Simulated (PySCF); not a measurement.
CH$_{2}$F$_{3}$O$_{3}$S (SMILES O=S(=O)([OH2+])C(F)(F)F), charge +1, singlet, at a GFN2-xTB geometry. Base run: PySCF with DF-PBE0/6-31G.

Input for PySCF:
```python
from pyscf import gto, scf, dft

mol = gto.Mole()
mol.atom = '''
    O    -1.158827   -1.436050    0.611836
    S    -0.688260   -0.123378    0.509018
    O    -1.070127    0.956060    1.311580
    O    -1.456276    0.398058   -1.176182
    C     1.072983    0.023007   -0.214665
    F     1.917282   -0.282278    0.721943
    F     1.186975    1.261129   -0.609567
    F     1.110093   -0.812264   -1.216079
    H    -1.965133   -0.275410   -1.676104
    H    -1.907918    1.267586   -1.224744
'''
mol.basis = '6-31g'
mol.charge = 1
mol.spin = 0
mol.verbose = 4
mol.build()

mf = dft.RKS(mol)
mf.xc = 'pbe0'
mf = mf.density_fit(auxbasis='def2-universal-jkfit')
mf.kernel()
mf.analyze()
```

The job was repeated with other settings on one machine. Differences are taken from the largest basis of the Pople family in the series, which isn't the basis-set limit (6-311+G(2d,p): -16.104 eV). The cheapest run took around 11 core-seconds (rough).

```csv
setting,basis functions,"cost, times the cheapest (rough)",difference in HOMO energy (eV)
3-21G,80,1,0.763
6-31G*,120,1,0.292
6-311G**,164,2,0.042
"6-311+G(2d,p)",236,3,reference
```

Times come from a shared machine, hold the start-up and are rough.
